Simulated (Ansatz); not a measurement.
`CNC(=O)[SiH3]` + dimethylamine → `CN(C)[SiH3]` + `CNC=O` at 600 K and 1 bar (ligand exchange at the Si–C bond).

Gas-phase electronic energies from Ansatz, PBE0-D4/def2-TZVP geometries. CCSD(T)/CBS adds triple-zeta CCSD(T) − MP2 to the extrapolated MP2 energy (def2 sets, frozen cores). Each species was taken in one conformer, which may not be the lowest.

```
        species  CCSD(T)/CBS energy (Eh)  H − E (kJ/mol)  S (J/(mol·K))
`CNC(=O)[SiH3]`               -499.26089           299.0          448.2
          `CNC`               -135.00321           284.6          333.5
  `CN(C)[SiH3]`               -425.29981           342.8          421.1
        `CNC=O`               -208.98697           239.2          357.4
```

H − E and S are ideal-gas, rigid-rotor, harmonic terms from PBE0-D4/def2-TZVP, for one conformer and one mirror image of each species. 1 Eh = 2625.50 kJ/mol, R = 8.31446 J/(mol·K).

Task: By hand: ΔE, ΔH, ΔS and ΔG.

Result: ΔE = (-425.29981) + (-208.98697) − (-499.26089) − (-135.00321) = -0.02268 Eh = -59.5 kJ/mol. Δ(H − E) = 342.8 + 239.2 − 299.0 − 284.6 = -1.6, so ΔH = -61.1 kJ/mol. ΔS = 421.1 + 357.4 − 448.2 − 333.5 = -3.2 J/(mol·K). ΔG = -61.1 − 600 × (-3.2)/1000 = -59.2 kJ/mol.

Task: By hand: the equilibrium constant, and the temperature at which ΔG would vanish if ΔH and ΔS stayed fixed.

Result: log₁₀ K = −ΔG/(RT ln 10) = 5.2. ΔG = 0 at ΔH/ΔS = 19094 K, far beyond where these terms or the molecules hold.

The number of gas molecules stays the same, so ΔS is small and ΔH decides. A doubt of 5 kJ/mol in ΔE shifts log₁₀ K by 0.4 here. Other conformers and mirror images would add mixing entropy, several J/(mol·K) or more a flexible species. These are equilibria of isolated gas molecules and say nothing of rates. Largest T1 diagnostic: 0.016 (customary marks: 0.02 for closed shells, 0.045 for open ones).
